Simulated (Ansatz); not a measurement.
MnH, multiplicity 7 (the spin of the measured ground state), most abundant isotopes (54.9380 and 1.0078 u). Constants from fifth-degree fits in 1/R to seven points on the lowest solution found; no spin–orbit coupling, no relativity up to Kr; ω_e x_e and α_e move by some per cent with the fit.

Correlated levels freeze the inner cores; with def2 sets outer-core shells near the valence are correlated too.

Run with Ansatz (Gaussian basis) for Hartree–Fock, density functionals and correlated methods. Values without a source in brackets are computed.

Total energies (hartree; each atom in its lowest state at that level) and vibrational constants (cm⁻¹):

| level | E(MnH) at r_e | E(Mn) | E(H) | ω_e | ω_e x_e |
|---|---|---|---|---|---|
| PBE/def2-TZVPP | -1151.294488 | -1150.723764 | -0.499616 | 1522 | 27 |
| B3LYP/def2-TZVPP | -1151.571029 | -1151.007115 | -0.502154 | 1505 | 29 |
| wB97M-V/def2-TZVPP | -1151.464452 | -1150.912802 | -0.494111 | 1552 | 28 |
| CCSD(T)/def2-QZVPP | -1150.910542 | -1150.346758 | -0.499983 | 1615 | 37 |

Q: Work out D_e and D₀ in eV.

A: 
D_e = E(Mn) + E(H) − E(molecule), times 27.2114 eV; D₀ = D_e − (ω_e/2 − ω_e x_e/4)/8065.54.
- PBE/def2-TZVPP: D_e = 1.935, zero point 0.094, D₀ = 1.841 eV
- B3LYP/def2-TZVPP: D_e = 1.681, zero point 0.092, D₀ = 1.588 eV
- wB97M-V/def2-TZVPP: D_e = 1.566, zero point 0.095, D₀ = 1.470 eV
- CCSD(T)/def2-QZVPP: D_e = 1.736, zero point 0.099, D₀ = 1.637 eV
No counterpoise correction is made.

Ansatz is a program for electronic structure.
